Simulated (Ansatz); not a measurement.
CH$_{6}$F$_{2}$Si$_{2}$, SMILES `C[Si](F)(F)[SiH3]`, one more setting.

```yaml
crystal:
  periodic: [false, false, false]
  atoms:
    - {symbol: C, position_ang: [-1.040910, -1.282707, 0.621380]}
    - {symbol: Si, position_ang: [0.477066, -0.598187, -0.178168]}
    - {symbol: F, position_ang: [1.752026, -1.067518, 0.662920]}
    - {symbol: F, position_ang: [0.634762, -1.260733, -1.623640]}
    - {symbol: Si, position_ang: [0.568711, 1.732095, -0.419942]}
    - {symbol: H, position_ang: [-0.976878, -2.372396, 0.681361]}
    - {symbol: H, position_ang: [-1.157021, -0.888945, 1.633799]}
    - {symbol: H, position_ang: [-1.932883, -1.021907, 0.047019]}
    - {symbol: H, position_ang: [0.480030, 2.375576, 0.918359]}
    - {symbol: H, position_ang: [1.839501, 2.135370, -1.075707]}
    - {symbol: H, position_ang: [-0.579103, 2.192550, -1.246680]}
basis:
  gaussian: {orbitals: def2-SVPD}
hamiltonian: {xc: {name: revPBE}}
output: {forces: true}
```

```sh
$ ansatz run in.yaml --threads 4 --pin off --events-out ev --progress --plain --max-ram 10444MiB
```

It prints (some lines left out):

```
Functional definition: revPBE
1379 factors; their error is unknown
mean field evaluation 1: about -22303.3055 eV, gradient 6.6e1 eV
mean field evaluation 2: about -22287.9315 eV, gradient 1.1e2 eV
mean field evaluation 4: about -22312.1866 eV, gradient 6.7e0 eV
mean field evaluation 8: about -22312.2886 eV, gradient 4.8e-2 eV
mean field evaluation 16: about -22312.2458 eV, gradient 8.3e-5 eV
mean field -22312.24578565 eV, -819.9599088393 hartree, gradient 8.3e-5 eV, S^2 0.000000; 0 other end points of the search recorded, 0 dependent functions left out
reference -22312.24585125 eV, -819.9599112500 hartree; 29, 29 occupied and 133, 133 virtual orbitals, 1379 factors
Total energy: -22312.24585125 eV, -819.9599112500 hartree
Atom 0 at    -1.040910    -1.282707     0.621380 Å, force    -0.006546     0.003944     0.002842 eV/Å
Atom 1 at     0.477066    -0.598187    -0.178168 Å, force    -1.472505     1.424616     0.599091 eV/Å
Atom 2 at     1.752026    -1.067518     0.662920 Å, force     1.737406    -0.619817     1.145954 eV/Å
Atom 3 at     0.634762    -1.260733    -1.623640 Å, force     0.213694    -0.883296    -1.972386 eV/Å
Atom 4 at     0.568711     1.732095    -0.419942 Å, force     0.010636    -0.055656    -0.000439 eV/Å
Atom 5 at    -0.976878    -2.372396     0.681361 Å, force     0.016025    -0.518927     0.035769 eV/Å
Atom 6 at    -1.157021    -0.888945     1.633799 Å, force    -0.071904     0.179476     0.483013 eV/Å
Atom 7 at    -1.932883    -1.021907     0.047019 Å, force    -0.435123     0.117178    -0.260004 eV/Å
Atom 8 at     0.480030     2.375576     0.918359 Å, force    -0.019663     0.147959     0.282711 eV/Å
Atom 9 at     1.839501     2.135370    -1.075707 Å, force     0.271772     0.095326    -0.140990 eV/Å
Atom 10 at    -0.579103     2.192550    -1.246680 Å, force    -0.243792     0.109196    -0.175561 eV/Å
Dipole moment:    -0.366669     0.134628     0.167792 e Å
```

It took 1.8 s on 4 threads of an Arm Neoverse V1 on a shared host, with 0.46 GiB of host memory at the peak.
